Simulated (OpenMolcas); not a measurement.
V2+ with its 6 nearest fluoride ions at 2.176 Å, on the Na site of NaF (a = 4.634 Å, distance in the model lattice 2.317 Å). The rest of the host is ab initio model potentials to 7.6 Å, with orthogonalisation functions on the cations behind the ligands, and point charges beyond; the distance is set by hand and nothing relaxes, and no local charge compensation is placed. Ligand basis ANO-RCC-VDZP.
```
V     0.0000    0.0000    0.0000
F     2.1760    0.0000    0.0000
F     0.0000    2.1760    0.0000
F    -2.1760    0.0000    0.0000
F     0.0000   -2.1760    0.0000
F     0.0000    0.0000    2.1760
F     0.0000    0.0000   -2.1760
```

```json
{"Program": "OpenMolcas", "Method": "CASSCF", "Basis": "ANO-RCC-VDZP [5s4p2d1f]", "Scalar Hamiltonian": "DKH2, point nucleus", "Active space": "3 electrons in 5 orbitals (3d)", "State averaging": "2S+1 = 4 even, 10 roots; 2S+1 = 2 even, 40 roots", "Spin-orbit coupling": "state interaction with AMFI integrals over the reference wave functions"}
```

Question: What is the spin-free ground state (labels of O, the rotations of Oh)?

Answer: 4A2, 1-fold in its orbital part, 100 % from free-ion F terms; it has the highest spin that d3 allows.

Question: Where is the first state of the same spin?

Answer: 4T2 at 9630 cm-1 above the ground state.

Question: What are the lowest two levels with spin-orbit coupling?

Answer: A 4-fold level Γ8, then a 2-fold level Γ7 9560 cm-1 above it. Their leading multiplicities are 4 (100 %) and 4 (100 %).

Question: What is χT at 300 K, and how does it compare with the textbook value?

Answer: The lowest level has 2S+1 = 4, for which the spin-only value is χT = S(S+1) / 2 = 1.875 cm3 K/mol (g = 2). The computed 1.850 at 300 K differs by -0.025, through orbital momentum, spin-orbit coupling and any other state in reach.

Without dynamic correlation the repulsion within the d shell is too large (B by tens of per cent), so at a given field states of lower spin stand too high. Ligand-to-metal charge-transfer states are missing. With no ligand orbital active B as a rule stays too high, so bands that hang on it stand too high and its fall with covalency is understated. With metal d orbitals alone and no dynamic correlation 10Dq can be off by a tenth to a fifth, either way, in oxide and fluoride hosts. No measured value stands beside these numbers; the geometry was set by hand and not optimised.
